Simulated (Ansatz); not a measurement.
Mulliken charges of H₅NSeSi (`N[SiH2][SeH]`) from B3LYP/def2-TZVPP in Ansatz (PBE0-D4/def2-TZVP geometry).

```csv
atom,x (Å),y (Å),z (Å),charge (e)
N1,-0.824,0.520,-0.938,-0.382
Si2,0.535,0.370,0.091,0.395
Se3,1.080,-1.725,0.848,-0.205
H4,-0.863,0.005,-1.804,0.139
H5,-1.741,0.609,-0.532,0.138
H6,0.272,1.254,1.251,-0.062
H7,1.764,0.752,-0.644,-0.065
H8,-0.131,-1.842,1.671,0.040
```

By hand: the dipole of these point charges (1 e Å = 4.8032 D).

Σ q r = (-0.192, 0.186, -0.073) e Å, of length 0.277 e Å = 1.33 D.

How does the dipole of the full density compare? (Best estimate.)

The calculation gave: (-0.379, 0.064, -0.122) e Å, 1.94 D; the point charges give 0.69 times that, at 33° from its direction.

Point charges leave out the atoms' own dipoles, such as those of lone pairs, and Mulliken's split depends on the basis, so the two needn't agree.

B3LYP here is the variant with VWN-RPA as its local correlation; programs differ in this.
